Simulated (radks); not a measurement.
The caesium ion Cs54+, 1 electrons, occupied as 1s1 (the NIST ground configuration).

Method: scalar-relativistic Kohn-Sham, SCAN, spin-polarised, spherical densities, finite nucleus; open shells are filled with parallel spins first (spin-orbit coupling, left out, can overturn this in heavy ions); meta-GGA in the generalised Kohn-Sham scheme; Fermi nuclear charge, rms radius 4.8041 fm; computed with a radial shooting solver on a logarithmic mesh with Libxc functionals.

Energy parts (eV):
total: -42963.85
kinetic: 46901.67
electron-nucleus: -89864.04
Hartree: 498.58
exchange-correlation: -500.06

Orbitals (lengths in bohr, moments of r in powers of bohr; r(90%) holds 90 % of the orbital's charge):
| orbital | occ. | eigenvalue (eV) | r(90%) | <1/r> |
|---|---|---|---|---|
| 1s up | 1 | -42634.47 | 0.0463 | 60.05 |

The highest occupied level is 1s up at -42634 eV. The electron density at the nucleus is 1.365e+05 e/bohr^3 (large components only). The density falls to 0.001 e/bohr^3 at r = 0.16 bohr. The spin density at the nucleus is 136455 e/bohr^3 (1s 136455). For comparison, the ionisation energy in NIST's Atomic Spectra Database is 42913.1 eV (theoretical). In exact Kohn-Sham theory the highest level is minus the ionisation energy, but local and semilocal functionals leave it too shallow, through self-interaction and a potential that decays too fast; potentials with the right tail come closer.
